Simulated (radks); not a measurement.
Dispersion coefficients C6 (hartree bohr^6) between ground-configuration atoms and ions, from the Casimir-Polder integral (3/pi) of alpha_A(iw) alpha_B(iw). Method: scalar-relativistic Kohn-Sham, LB94 model potential, spin-unpolarised, spherical densities, finite nucleus; Fermi nuclear charge, rms radius of each element as measured or else 0.836 A^(1/3) + 0.57 fm; computed with a radial shooting solver on a logarithmic mesh with Libxc functionals. Response by self-consistent Sternheimer equations with the Hartree and adiabatic LDA kernel, the relativistic mass of each level held fixed and spin-orbit coupling left out.

\begin{tabular}{lrrrrrrrrr}
C6 & Cu & Zn+ & Ga2+ & Ge3+ & As4+ & Se5+ & Br6+ & Kr7+ & Rb8+ \\ \hline
Cu & 148.4 &  &  &  &  &  &  &  &  \\
Zn+ & 83.13 & 47.97 &  &  &  &  &  &  &  \\
Ga2+ & 53.99 & 31.74 & 21.26 &  &  &  &  &  &  \\
Ge3+ & 38.01 & 22.66 & 15.31 & 11.10 &  &  &  &  &  \\
As4+ & 28.19 & 16.98 & 11.55 & 8.420 & 6.417 &  &  &  &  \\
Se5+ & 21.68 & 13.18 & 9.018 & 6.600 & 5.048 & 3.983 &  &  &  \\
Br6+ & 17.13 & 10.49 & 7.216 & 5.301 & 4.067 & 3.218 & 2.605 &  &  \\
Kr7+ & 13.83 & 8.521 & 5.888 & 4.340 & 3.339 & 2.647 & 2.148 & 1.774 &  \\
Rb8+ & 11.35 & 7.034 & 4.880 & 3.608 & 2.782 & 2.211 & 1.797 & 1.486 & 1.247 \\
\end{tabular}

Static polarisabilities (bohr^3): Cu ([Ar] 3d10 4s1) 27.05, Zn+ ([Ar] 3d10 4s1) 12.58, Ga2+ ([Ar] 3d10 4s1) 7.349, Ge3+ ([Ar] 3d10 4s1) 4.808, As4+ ([Ar] 3d10 4s1) 3.372, Se5+ ([Ar] 3d10 4s1) 2.479, Br6+ ([Ar] 3d10 4s1) 1.887, Kr7+ ([Ar] 3d10 4s1) 1.475, Rb8+ ([Ar] 3d10 4s1) 1.177. The combination rule 2 Ca Cb / ((alpha_b/alpha_a) Ca + (alpha_a/alpha_b) Cb) gives 7.098 for Ga2+-Br6+, against 7.216 from the integral.
